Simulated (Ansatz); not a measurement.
Gas-phase electronic energies from Ansatz, PBE0-D4/def2-TZVP geometries. CBS: MP2 limit from def2 TZ/QZ plus the TZ coupled-cluster correction, frozen cores. This one scheme is used for every species. DFT in def2-TZVPP. B3LYP here is the variant with VWN-RPA as its local correlation; programs differ in this. Each species was taken in one conformer, which may not be the lowest.

Reaction (formal exchange of groups at the Al–C bond): `C=[C](Cl)[AlH][CH3]` + `CF` → `[CH3][AlH][CH2]F` + `C=CCl`

```
             level  ΔE (kJ/mol)  difference from CCSD(T)/CBS
            PBE-D4         36.4                         -6.7
         r2SCAN-D4         40.0                         -3.1
           PBE0-D4         39.2                         -3.9
          B3LYP-D4         40.2                         -2.9
           ωB97X-V         38.4                         -4.7
           ωB97M-V         38.2                         -4.9
            B2PLYP         39.8                         -3.3
               PBE         32.8                        -10.3
            r2SCAN         38.9                         -4.2
              PBE0         35.9                         -7.2
             B3LYP         34.3                         -8.8
     HF/def2-TZVPP         42.9                         -0.2
    MP2/def2-TZVPP         47.8                          4.7
SCS-MP2/def2-TZVPP         46.0                          2.9
   CCSD/def2-TZVPP         42.3                         -0.8
CCSD(T)/def2-TZVPP         43.9                          0.8
     HF/def2-QZVPP         42.9                         -0.2
    MP2/def2-QZVPP         47.4                          4.3
SCS-MP2/def2-QZVPP         45.4                          2.3
      HF/CBS(def2)         42.8                         -0.3
     MP2/CBS(def2)         47.1                          4.0
    CCSD/CBS(def2)         41.5                         -1.6
       CCSD(T)/CBS         43.1                            0
```

Largest T1 diagnostic among the species: 0.011.

From PBE to PBE0 (25 % exact exchange), in def2-TZVPP and without D4, ΔE moves by +3.1 kJ/mol. The D4 term adds +5.9 kJ/mol with B3LYP and +3.3 kJ/mol with PBE0; it sums over pairs of atoms, weighted by their polarisabilities, and B3LYP, whose exchange is more repulsive, gets the larger term.
